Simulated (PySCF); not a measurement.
# Calculated NMR parameters of CO[C@H]1CC(C)=C1C(N)=O

| Item | Value |
| --- | --- |
| Formula | C7H11NO2 |
| SMILES | CO[C@H]1CC(C)=C1C(N)=O |
| Point group of the computed structure | C1 |
| Degrees of unsaturation | 3 |
| Carbon signals | 7 |
| Proton signals | 7 |

Structure with atom numbers: `[CH3:1][O:2][C@H:3]1[CH2:4][C:5]([CH3:6])=[C:7]1[C:8]([NH2:9])=[O:10]`; H(Xn) means a hydrogen on atom n. Ha(C4) is cis to O2 on the ring; Ha(N9) is cis to the C=O or C=S heteroatom; Hb(C4) is trans to O2 on the ring; Hb(N9) is trans to the C=O or C=S heteroatom.

PySCF 2.14 calculation with GIAO PBE0/pcSseg-1 shieldings and GFN2-xTB structure; one computed conformer, one averaged value for each set of equivalent atoms, non-relativistic, gas phase.

Shifts are taken against calculated references (same method and geometry level): ¹H, ¹³C against TMS; NH3 for ¹⁵N; ¹⁷O against H2O.

```tsv
carbon	δC, type	δH (multiplicity)	HMBC from (2–3 bonds)	span of the C tensor (ppm)
C1	58.0, CH3	3.49 (s)	H(C3)	87
C3	78.1, CH	4.20 (m)	H(C1), Hb(C4), Ha(C4)	70
C4	40.5, CH2	Ha(C4) 2.28 (m); Hb(C4) 2.44 (m)	H(C3), H(C6)	26
C5	166.4, C	–	H(C3), Hb(C4), H(C6), Ha(C4)	246
C6	17.8, CH3	2.31 (s)	Hb(C4), Ha(C4)	38
C7	142.1, C	–	H(C3), Hb(C4), H(C6), Ha(C4)	173
C8	165.8, C	–	H(C3)	164
```

Other nuclei:
```csv
atoms,nucleus,environment,δ (ppm),σ (ppm)
Hb(N9),¹H,hydrogen on an amide-type nitrogen,5.61,26.11
Ha(N9),¹H,hydrogen on an amide-type nitrogen,4.48,27.24
N9,¹⁵N,amide-type nitrogen,118.0,149.7
O10,¹⁷O,amide-type carbonyl oxygen,403.4,-67.3
O2,¹⁷O,ether oxygen,43.4,292.7
```

1. Carbon types of the structure: 3 × C, 1 × CH, 1 × CH2, 2 × CH3, leaving 2 H on heteroatoms.
2. δC 166.4: β carbon of a C=C–C=O unit; conjugation with the carbonyl draws π density from the β position.
3. δC 165.8: amide carbonyl carbon; it is a carbonyl in resonance with an O or N lone pair, the region of acids, esters and amides.
4. δC 142.1: α carbon of a C=C–C=O unit; as expected for a trigonal carbon in a double bond.
5. δC 78.1: allylic sp3 CH bonded to O; pulled downfield by the heteroatom.
6. δH 4.20: hydrogen on an allylic sp3 CH bonded to O; its carbon carries O, which withdraws density.

OH/NH shifts are gas-phase values; hydrogen bonding in solution moves them, usually downfield. The two substituents on the amide-type nitrogen aren't averaged: C–N rotation is slow on the NMR time scale. Shifts are as computed. Against solution values, carbons near 30 ppm lie about +3 ppm off and those near 130 ppm about +5 ppm. Of 1211 compounds with measured shifts, 218 miss one by over three times the rms of a fit or turn the order of signals round; such compounds aren't used in these exercises. Hydrogen bonding in solution shields acid and N–H amide carbonyl oxygens by tens of ppm. The C=O carbon of an acid or of an amide with N–H lies up to 10 ppm further downfield in solution, through hydrogen bonding that the calculation lacks. Unscaled 17O shifts of doubly bonded oxygen tend to come out too high, by tens of ppm or more. Experimental scales use liquid or dissolved standards, which lie at an offset from isolated NH3 (liquid NH3: subtract about 20 ppm) and H2O (liquid H2O: subtract about 36 ppm). Multiplicities follow the n + 1 count of equivalent neighbours, as no J values were calculated; m marks all less simple cases, F and P coupling included.
